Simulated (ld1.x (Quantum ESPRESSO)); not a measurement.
## Which change was made? (S, RRKJ)

ld1.x (Quantum ESPRESSO) 7.5 input, shortened:

```
&input
   title='S', zed=16., rel=1, dft='PBE', iswitch=3,
   config='[Ne] 3s2 3p4'
 /
 &inputp
   pseudotype=2, tm=.false., rho0=0.02, lloc=1,
   nlcc=.true., rcore=1.05
 /
2
3S  1  0   2.00   0.00  1.40  1.40  0.0
3P  2  1   4.00   0.00  1.45  1.45  0.0
 &test
   configts(1)='3s2 3p4'
 /
```

Cutoffs, loose and tight: the cutoffs (Ry, on a coarse ladder) from which the occupation-weighted sum of valence levels, in a spherical-Bessel basis at the reference potential, stays within 10 and 1 mRy of its value at 400 Ry. They do not see the model core or the augmentation charge, which bear on the density cutoff. Test errors are all-electron minus pseudo excitation energies from the reference, over the configurations 3s2 3p3; 3s2 3p2; 3s2 3p1; 3s2 3p0; 3s1 3p4; 3s2 3p3.5; 3s0 3p6; variants that change the core or the reference have their own tests.

The base gives: outcome: generated; cutoff, loose: 55 Ry; cutoff, tight: 80 Ry; bound ghosts: none; largest test error (meV): +151.

(1) After one change the result is: outcome: generated; cutoff, loose: 40 Ry; cutoff, tight: 60 Ry; bound ghosts: none; largest test error (meV): +155. Which change was it?
A. all radii but the core radius scaled by about 0.83 (s 1.16, p 1.20 bohr)
B. all radii but the core radius scaled by about 1.19 (s 1.66, p 1.72 bohr)
C. all radii but the core radius scaled by about 1.40 (s 1.96, p 2.02 bohr)

Answers

(1) B. The others give: all radii but the core radius scaled by about 0.83 (s 1.16, p 1.20 bohr) → outcome: generated; cutoff, loose: 70 Ry; cutoff, tight: 140 Ry; bound ghosts: none; largest test error (meV): +152 | all radii but the core radius scaled by about 1.40 (s 1.96, p 2.02 bohr) → outcome: generated; cutoff, loose: 21 Ry; cutoff, tight: 35 Ry; bound ghosts: none; largest test error (meV): +171.
